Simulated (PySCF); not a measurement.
A GIAO shielding run with PySCF 2.14.0 with density-fitted response routines (density fitting, non-relativistic, gas phase) on SMILES C(B)CCF, C3H8BF:

```
$ OMP_NUM_THREADS=1 python probes_run.py task.json out

{"job": {"kind": "nmr", "xc": "B97-2", "basis": "pcSseg-2", "pop": false}, "charge": 0, "multiplicity": 1}
B      1.650659     0.776754    -0.006021
C      0.843945    -0.547715     0.121422
C     -0.557911    -0.614574    -0.474508
C     -1.546309     0.248161     0.273883
F     -1.618040    -0.146014     1.591750
H      2.735636     0.867576     0.524026
H      1.250434     1.720808    -0.655099
H      0.823046    -0.850748     1.185130
H      1.508011    -1.311634    -0.336273
H     -0.547358    -0.280134    -1.526226
H     -0.934728    -1.651272    -0.478757
H     -2.555786     0.172397    -0.164850
H     -1.239049     1.309814     0.250720
```

Hardware: 1 thread of an Arm Neoverse V2, shared host.

**Question.** How large is the calculation?

**Answer.** 40 electrons, 292 basis functions and 751 auxiliary functions.

**Question.** How long does it take, and how much memory does it need?

**Answer.** 27 s of wall time, with 12 SCF cycles and 4 response iterations; peak memory 1 GiB. Times on a shared host scatter by some tens of per cent.

**Question.** And these other runs on the same molecule and hardware: GIAO shielding at BHandHLYP/pcSseg-2; GIAO shielding at CAM-B3LYP/pcSseg-2; GIAO shielding at LC-wPBE/pcSseg-2; GIAO shielding at PBE0/6-31G; GIAO shielding at PBE0/STO-3G; GIAO shielding at PBE0/pcSseg-2?

**Answer.** BHandHLYP/pcSseg-2: 292 functions, 30 s; CAM-B3LYP/pcSseg-2: 292 functions, 41 s; LC-wPBE/pcSseg-2: 292 functions, 49 s; PBE0/6-31G: 61 functions, 3.9 s; PBE0/STO-3G: 33 functions, 2.1 s; PBE0/pcSseg-2: 292 functions, 25 s.
